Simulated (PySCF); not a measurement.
**Where the electron goes**

C₅H₁₁NO.
Geometry (GFN2-xTB, Å), atoms numbered from 1 in this order:
```xyz
18
C5H11NO angstrom
C     -2.8604    0.1239    0.3628
C     -1.5853   -0.3602   -0.3166
C     -0.3370    0.2458    0.3184
C      0.9384   -0.2410   -0.3629
C      2.1838    0.3596    0.2677
N      3.3372   -0.0562   -0.3153
O      2.1786    1.1317    1.1967
H     -2.8569   -0.1465    1.4163
H     -3.7361   -0.3221   -0.1040
H     -2.9445    1.2058    0.2884
H     -1.6173   -0.0944   -1.3763
H     -1.5316   -1.4500   -0.2520
H     -0.2943   -0.0151    1.3770
H     -0.3790    1.3344    0.2563
H      1.0084   -1.3299   -0.2947
H      0.9249    0.0271   -1.4227
H      3.3485   -0.6971   -1.0876
H      4.2137    0.2905    0.0369
```

Method used: TDDFT PBE0/def2-SVPD, vertical, gas phase, core orbitals frozen in the response (PySCF).

Frontier orbitals with the atoms that hold most of them (Löwdin shares over 4%, at most four atoms; ? is withheld):

| orbital | ε (eV) | atoms |
| --- | --- | --- |
| HOMO-3 | -9.34 | C2 25%, C3 24%, C1 16%, H9 10% |
| HOMO-2 | -9.20 | C2 22%, C3 19%, H11 9%, H12 9% |
| HOMO-1 | -7.89 | ? |
| HOMO | -7.39 | ? |
| LUMO | 0.54 | H17 18%, C4 14%, C5 12%, N6 11% |
| LUMO+1 | 0.63 | C5 34%, O7 27%, N6 11%, C4 9% |
| LUMO+2 | 0.96 | C1 20%, C2 12%, H17 8%, H9 7% |

(1) Which atoms hold the HOMO, and with what shares?

(2) Give the leading atoms of the HOMO-1.

(3) How does S1 compare with the orbital gap of 7.93 eV?

(4) Give energy, strength and leading configuration of S1, S2 and S3, and follow the Löwdin shares of the leading atoms from the occupied to the empty orbital.

Answers

(1) O7 (bonded to C) 68%; C5 (bonded to C, N and O) 10%; C4 (bonded to 2 C and 2 H) 10%; N6 (bonded to C and 2 H) 6%. By element: oxygen 68%, carbon 20% or more, nitrogen 6%.

(2) N6 (bonded to C and 2 H) 48%; O7 (bonded to C) 32%; C5 (bonded to C, N and O) 10%; H17 (bonded to N) 4%.

(3) S1 is at 5.77 eV (f = 0.0001), 2.16 eV below the gap, made of HOMO→LUMO+1 (96%). Its leading pair isn't HOMO and LUMO; the energies of that pair differ by 8.02 eV. Without the coupling terms of the response equations the lowest excitation would equal the gap.

(4) 
- S1 (5.77 eV, f 0.0001), HOMO→LUMO+1 (96%): O7 68% → 27%, C5 10% → 34%; low, almost dark, from the terminal oxygen into the C=O bond, the pattern of n→π*
- S2 (6.81 eV, f 0.024), HOMO→LUMO (95%): O7 68% → at most 11%, C5 10% → 12%, H17 at most 6% → 18%, C4 10% → 14%
- S3 (7.10 eV, f 0.0095), HOMO-1→LUMO (91%): N6 48% → 11%, O7 32% → at most 11%, H17 4% → 18%, C4 at most 4% → 14%

Löwdin shares depend on the basis, the more so with diffuse functions.

One conformer stands for the species.
